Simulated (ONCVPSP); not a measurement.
## Which change was made? (Sn, ONCV)

tin, optimised norm-conserving Vanderbilt (ONCV), made with ONCVPSP 4.0.1 (PBEsol, fully relativistic). Core [Kr], reference 4d10 5s2 5p1.5 (charge +0.5). Waves: 5s: rc 2.15 bohr, ncon 5, nbas 8, qcut 2.7 1/bohr, 2 projectors, debl 1.4 Ha; 5p: rc 2.70 bohr, ncon 4, nbas 8, qcut 2.7 1/bohr, 2 projectors, debl 0.7 Ha; 4d: rc 1.60 bohr, ncon 3, nbas 7, qcut 9.3 1/bohr, 2 projectors, debl 0.8 Ha. Local part: polynomial inside 1.10 bohr (lpopt 3, dvloc0 0 Ha). Core correction: Teter function, fcfact 5.25, rcfact 1.8.

Open shells are filled in proportion to 2j + 1.

In the d channel the program set the typed energies aside and used -1.071, 0.250 Ha (j = l + 1/2; the other j can differ).

Cutoffs, loose and tight: the cutoffs (Ha) at which the residual kinetic energy of the hardest occupied pseudo-wave falls to 1 and 0.1 mHa per electron. They do not see the model core or the augmentation charge, which bear on the density cutoff. Test errors are all-electron minus pseudo excitation energies from the reference, over the configurations 4d10 5s2 5p2; 4d10 5s2 5p1; 4d10 5s2 5p0; 4d10 5s0 5p0; variants that change the core or the reference have their own tests.

The base gives: outcome: generated, projector energies reset by the program; cutoff, loose: 33 Ha; cutoff, tight: 37 Ha; bound ghosts: s; GHOST(+) flags above zero: p3/2, p1/2; largest test error (meV): -490.

(1) After one change the result is: outcome: generated, projector energies reset by the program; cutoff, loose: 33 Ha; cutoff, tight: 37 Ha; bound ghosts: none; GHOST(+) flags above zero: s; largest test error (meV): -490. Which change was it?
A. local potential polynomial inside 1.50 bohr (lpopt 2, dvloc0 0 Ha)
B. core correction Teter function, fcfact 5.25, rcfact 1.94
C. reference 4d10 5s2 5p2
D. core [Ar] 3d10, valence charge 22; reference 4s2 4p6 4d10 5s2 5p1; waves now 4s+5s: rc 1.05 bohr, ncon 4, nbas 8, qcut 10.5 1/bohr, 2 projectors; 4p+5p: rc 1.70 bohr, ncon 4, nbas 9, qcut 6.8 1/bohr, 2 projectors; 4d: rc 1.50 bohr, ncon 5, nbas 8, qcut 9.6 1/bohr, 2 projectors, debl 1.6 Ha; local potential polynomial inside 0.80 bohr (lpopt 5, dvloc0 2 Ha)

Answers

(1) A. The others give: core correction Teter function, fcfact 5.25, rcfact 1.94 → outcome: generated, projector energies reset by the program; cutoff, loose: 33 Ha; cutoff, tight: 37 Ha; bound ghosts: s; GHOST(+) flags above zero: p3/2, p1/2; largest test error (meV): -887 | core [Ar] 3d10, valence charge 22; reference 4s2 4p6 4d10 5s2 5p1; waves now 4s+5s: rc 1.05 bohr, ncon 4, nbas 8, qcut 10.5 1/bohr, 2 projectors; 4p+5p: rc 1.70 bohr, ncon 4, nbas 9, qcut 6.8 1/bohr, 2 projectors; 4d: rc 1.50 bohr, ncon 5, nbas 8, qcut 9.6 1/bohr, 2 projectors, debl 1.6 Ha; local potential polynomial inside 0.80 bohr (lpopt 5, dvloc0 2 Ha) → outcome: generated; cutoff, loose: 47 Ha; cutoff, tight: 54 Ha; bound ghosts: p1/2; GHOST(+) flags above zero: s, p3/2, d3/2; largest test error (meV): -1.2 | reference 4d10 5s2 5p2 → outcome: generated, projector energies reset by the program; cutoff, loose: 33 Ha; cutoff, tight: 37 Ha; bound ghosts: s; GHOST(+) flags above zero: p3/2, p1/2; largest test error (meV): -137.
